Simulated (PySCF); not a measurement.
C3H9FSi2. Atoms are numbered in the order given.

```xyz
15

F      2.1649     0.4668     0.8330
Si     0.9927    -0.6688     0.8734
C     -0.3746    -0.2001    -0.2764
Si    -1.1028     1.5114    -0.0938
C     -1.3131    -1.3427    -0.6471
C     -0.3663    -0.8090    -1.6695
H      0.5163    -0.7432     2.2812
H      1.5825    -1.9687     0.4446
H     -2.3202     1.6002    -0.9569
H     -1.4885     1.7652     1.3262
H     -0.1281     2.5564    -0.5182
H     -2.3797    -1.1176    -0.7521
H     -1.1121    -2.3364    -0.2290
H     -0.7772    -0.2117    -2.4908
H      0.4886    -1.4301    -1.9583
```
Charge 0, spin multiplicity 1.

Geometry: ωB97X-D3(BJ)/def2-SVP. The structure was generated by enumeration, and PubChem lists no compound with its InChIKey, so it may never have been made. The values are those of a single conformer.

Method: PBE/pcSseg-1 (PySCF).

GIAO shieldings, no solvent; atoms listed in one row are averaged. δ = σ(ref) − σ: ¹⁹F against CFCl3 (σ = 133.6 ppm); ²⁹Si against TMS (σ = 335.4 ppm); ¹³C against TMS (σ = 182.0 ppm); ¹H against TMS (σ = 31.49 ppm), references at their B3LYP-D3(BJ)/def2-TZVP geometries, non-relativistic.

```json
[
 {"nucleus": "¹⁹F", "atoms": "F1", "count": "1", "δ (ppm)": "-232.6"},
 {"nucleus": "²⁹Si", "atoms": "Si2", "count": "1", "δ (ppm)": "18.2"},
 {"nucleus": "²⁹Si", "atoms": "Si4", "count": "1", "δ (ppm)": "-53.0"},
 {"nucleus": "¹³C", "atoms": "C6", "count": "1", "δ (ppm)": "15.7"},
 {"nucleus": "¹³C", "atoms": "C5", "count": "1", "δ (ppm)": "9.4"},
 {"nucleus": "¹³C", "atoms": "C3", "count": "1", "δ (ppm)": "-8.5"},
 {"nucleus": "¹H", "atoms": "H7", "count": "1", "δ (ppm)": "5.70"},
 {"nucleus": "¹H", "atoms": "H8", "count": "1", "δ (ppm)": "4.76"},
 {"nucleus": "¹H", "atoms": "H9, H10, H11", "count": "3", "δ (ppm)": "4.33"},
 {"nucleus": "¹H", "atoms": "H15", "count": "1", "δ (ppm)": "1.19"},
 {"nucleus": "¹H", "atoms": "H14", "count": "1", "δ (ppm)": "1.13"},
 {"nucleus": "¹H", "atoms": "H12", "count": "1", "δ (ppm)": "0.85"},
 {"nucleus": "¹H", "atoms": "H13", "count": "1", "δ (ppm)": "0.78"}
]
```
